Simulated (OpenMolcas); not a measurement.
An atom or ion with 4 electrons was computed by MS-CASPT2, IPEA 0.25 Eh, imaginary shift 0.1 Eh with spin-orbit coupling (OpenMolcas, ANO-RCC-VQZP, DKH2). The lowest levels that the run gave, each within 12 % of the measured value where one is at hand:

```json
{"J": "0", "Parity": "even", "E (cm⁻¹)": "0.0", "g": ""}
{"J": "0", "Parity": "odd", "E (cm⁻¹)": "52329", "g": ""}
{"J": "1", "Parity": "odd", "E (cm⁻¹)": "52356", "g": "1.501"}
{"J": "2", "Parity": "odd", "E (cm⁻¹)": "52410", "g": "1.501"}
{"J": "1", "Parity": "odd", "E (cm⁻¹)": "103503", "g": "1.000"}
{"J": "0", "Parity": "even", "E (cm⁻¹)": "137383", "g": ""}
{"J": "1", "Parity": "even", "E (cm⁻¹)": "137410", "g": "1.501"}
{"J": "2", "Parity": "even", "E (cm⁻¹)": "137463", "g": "1.501"}
{"J": "2", "Parity": "even", "E (cm⁻¹)": "146788", "g": "1.000"}
{"J": "0", "Parity": "even", "E (cm⁻¹)": "182802", "g": ""}
```

Question: Which ion is it, and what are the configurations and terms?

Answer: C III (Z = 6, charge +2; active space 2 electrons in 8 orbitals (2s 2p 3s 3p)). J, parity and g give the terms where levels are pure, and mixed ones are named by the computed weights; the size of the splittings, set against known spectra of the 4-electron sequence, gives the charge. In order, with the measured energies in cm⁻¹ (Moore, Selected Tables of Atomic Spectra, NSRDS-NBS 3, section 3): 2s² ¹S₀, 2s 2p ³P°₀ (52367), 2s 2p ³P°₁ (52391), 2s 2p ³P°₂ (52447), 2s 2p ¹P°₁ (102352), 2p² ³P₀ (137426), 2p² ³P₁ (137454), 2p² ³P₂ (137502), 2p² ¹D₂ (145876), 2p² ¹S₀ (182520).

Active for correlation alone: 3p 3s; no level in the range computed is led by a configuration that fills them, so any true level of that kind is missing. Measured partners are found by configuration, term and J. A level has none where our copy of the source lacks it or the pairing is in doubt (some pairs that miss far off the trend of their configuration count as doubtful), and it then counts in no deviation. Levels of configurations outside the active space are missing.

° marks odd parity.
